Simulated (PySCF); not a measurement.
Species: tetravinylsilane, C8H12Si.
Cartesian coordinates in Å at the GFN2-xTB level; atoms count from 1:
```
atom  x, y, z in Å
C1    -1.7041   -1.6171   -2.0121
C2    -1.6306   -1.2594   -0.7402
Si3   -0.2818   -0.1554   -0.0016
C4    -1.1011    1.1686    1.0750
C5    -0.6724    2.4163    1.1798
C6     0.8603   -1.2283    1.0623
C7     1.2226   -0.9420    2.3025
C8     0.7103    0.6691   -1.3839
C9     2.0293    0.6439   -1.4876
H10   -0.9800   -1.2798   -2.7363
H11   -2.4836   -2.2595   -2.3944
H12   -2.3872   -1.6333   -0.0598
H13   -1.9684    0.8730    1.6543
H14   -1.1508    3.1483    1.8140
H15    0.1862    2.7642    0.6272
H16    1.2403   -2.1378    0.6110
H17    0.8717   -0.0513    2.7992
H18    1.8814   -1.5740    2.8800
H19    0.1454    1.2104   -2.1343
H20    2.6417    0.1246   -0.7675
H21    2.5618    1.1363   -2.2882
```

The calculation used PBE0/pcSseg-1 in PySCF (dipole) on a GFN2-xTB geometry, gas phase.

Masses are those of the commonest isotopes; rigid-rotor values at the optimised geometry. The values belong to one conformer with, in the numbering `[CH2:1]=[CH:2][Si:3]([CH:4]=[CH2:5])([CH:6]=[CH2:7])[CH:8]=[CH2:9]`, C1–C2–Si3–C4 133°, C2–Si3–C4–C5 -144°, C2–Si3–C6–C7 -130°, C2–Si3–C8–C9 -128°.

(1) What are A, B and C (GHz)?

(2) Classify the top.

(3) Is it planar, by Δ = Ic − Ia − Ib?

(4) Which lines would a microwave search look for?

(5) Estimate the classical rotational partition function at 50 K, 100 K and 200 K.

Answers

(1) Ia = 380.63, Ib = 488.99, Ic = 493.76 u·Å²; 505379 MHz·u·Å²/I gives 1328, 1034 and 1024 MHz, that is A = 1.3277, B = 1.0335, C = 1.0235 GHz.

(2) A near-prolate asymmetric top; Ray's κ = -0.934.

(3) Not planar: Δ = Ic − Ia − Ib = -375.86 u·Å². For a rigid frame Δ = −2 Σ m c², so Σ m c² = 187.93 u·Å² lies off the ab plane: 33.52 from hydrogen and 154.41 from heavier atoms. The atom farthest from that plane is 3.00 Å away.

(4) The dipole components are |μa| = 0.18 D, |μb| = 0.21 D, |μc| = 0.01 D. The squared components, which scale the intensities, stand as 0.75 : 1.00 : 0.00 (a : b : c). Some lines, for components of 0.1 D or more:

| type | branch | J(Ka,Kc) | MHz | lower level (cm⁻¹) |
| --- | --- | --- | --- | --- |
| b | Q | 2(1,1) ← 2(0,2) | 314 | 0.206 |
| b | Q | 3(2,1) ← 3(1,2) | 869 | 0.423 |
| b | Q | 2(2,0) ← 2(1,1) | 883 | 0.216 |
| b | Q | 2(2,1) ← 2(1,2) | 913 | 0.215 |
| b | Q | 3(2,2) ← 3(1,3) | 928 | 0.421 |
| b | Q | 3(3,0) ← 3(2,1) | 1495 | 0.452 |
| b | Q | 3(3,1) ← 3(2,2) | 1496 | 0.452 |
| a | R | 1(0,1) ← 0(0,0) | 2057 | 0.000 |
| b | R | 2(0,2) ← 1(1,1) | 3820 | 0.078 |
| a | R | 2(1,2) ← 1(1,1) | 4104 | 0.078 |
| a | R | 2(0,2) ← 1(0,1) | 4114 | 0.069 |
| a | R | 2(1,1) ← 1(1,0) | 4124 | 0.079 |
| b | R | 2(1,2) ← 1(0,1) | 4398 | 0.069 |
| b | R | 3(1,2) ← 2(2,1) | 5303 | 0.246 |
| b | R | 3(0,3) ← 2(1,2) | 5886 | 0.215 |
| a | R | 3(1,3) ← 2(1,2) | 6156 | 0.215 |
| a | R | 3(0,3) ← 2(0,2) | 6170 | 0.206 |
| a | R | 3(2,2) ← 2(2,1) | 6171 | 0.246 |
| a | R | 3(1,2) ← 2(1,1) | 6186 | 0.216 |
| b | R | 3(1,3) ← 2(0,2) | 6441 | 0.206 |
| b | R | 3(2,2) ← 2(1,1) | 7054 | 0.216 |
| b | R | 3(2,1) ← 2(1,2) | 7085 | 0.215 |
| b | R | 3(3,1) ← 2(2,0) | 7667 | 0.246 |
| b | R | 3(3,0) ← 2(2,1) | 7667 | 0.246 |

(5) Point group C1, symmetry number σ = 1; q = (√π/σ)·√((kT/h)³/(ABC)), k/h = 20836.6 MHz/K: 50300 at 50 K, 142000 at 100 K, 402000 at 200 K.

GFN2-xTB frequencies: not computed here. Zero-point vibration and centrifugal distortion are left out.
